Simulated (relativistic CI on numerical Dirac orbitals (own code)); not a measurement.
**Radial parameters of Hf⁶¹⁺**

Method of calculation: Dirac-Coulomb-Breit CI, separate exchange-only KLI orbitals for each configuration, model QED (radiative potential, 1s self-energy scaled to tabulated hydrogen-like ionisation energies), unscaled Slater integrals (own radial code, finite nucleus).

Slater integrals F^k, G^k are unscaled and averaged over j, outside the closed core [Ne]; ζ comes from projecting the Hamiltonian with its Breit term on Σ l·s of the shell.

- 3p: ζ(3p) = 1.7636e+06 cm⁻¹; <r>(3p) = 0.1841, <r^2>(3p) = 0.03926 (bohr units).
- 3d: ζ(3d) = 240690 cm⁻¹; <r>(3d) = 0.1622, <r^2>(3d) = 0.03025 (bohr units).
- 4p: ζ(4p) = 721990 cm⁻¹; <r>(4p) = 0.3465, <r^2>(4p) = 0.1367 (bohr units).

Averages of the first 10 configurations, taken without configuration mixing, which lowers the lowest level and can move excited configurations by several eV; other configurations of the list can lie among them:

| Configuration | Parity | States | Average energy above the lowest level (eV) |
| --- | --- | --- | --- |
| 3s | even | 2 | 0.0 |
| 3p | odd | 6 | 372.1 |
| 3d | even | 10 | 707.1 |
| 4s | even | 2 | 3042.1 |
| 4p | odd | 6 | 3195.0 |
| 4d | even | 10 | 3327.8 |
| 4f | odd | 14 | 3384.9 |
| 5s | even | 2 | 4395.9 |
| 5p | odd | 6 | 4472.8 |
| 5d | even | 10 | 4538.8 |
